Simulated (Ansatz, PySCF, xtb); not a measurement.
Potential energy surface of H2Mg, singlet: symmetric bend, bond length relaxed. Scanned: H-Mg-H angle. Other coordinates (Mg-H bond length) were minimised at B3LYP/def2-TZVP.

GFN1-xTB (xtb); RHF/def2-SVP (PySCF); RKS-PBE0/aug-cc-pVTZ = restricted PBE0/aug-cc-pVTZ (Ansatz, a program for electronic structure).

Energies in kcal/mol, each method relative to its own lowest point.

| a / ° | GFN1-xTB | RHF | RKS-PBE0/aug-cc-pVTZ |
|---|---|---|---|
| 180 | 0.0 | 0.0 | 0.0 |
| 171.12 | 0.2 | 0.4 | 0.3 |
| 161.61 | … | 1.5 | 1.2 |
| 149.45 | 2.4 | 4.0 | 3.2 |
| 138.26 | 4.7 | 7.4 | … |
| 130.31 | … | … | 8.8 |
| 120.99 | 10.2 | 15.0 | 12.7 |
| 109.49 | 15.7 | … | 18.8 |
| 97.50 | 23.6 | 31.3 | 27.0 |
| 88.15 | 31.8 | 40.3 | 35.0 |
| 81.27 | 39.7 | 48.2 | 42.1 |
| 68.77 | 59.2 | 65.7 | 57.8 |
| 60 | 77.0 | 80.8 | 71.5 |

Complete the blanks.


- 161.61, GFN1-xTB: 0.8
- 138.26, RKS-PBE0/aug-cc-pVTZ: 6.1
- 130.31, GFN1-xTB: 6.9
- 130.31, RHF: 10.6
- 109.49, RHF: 22.0
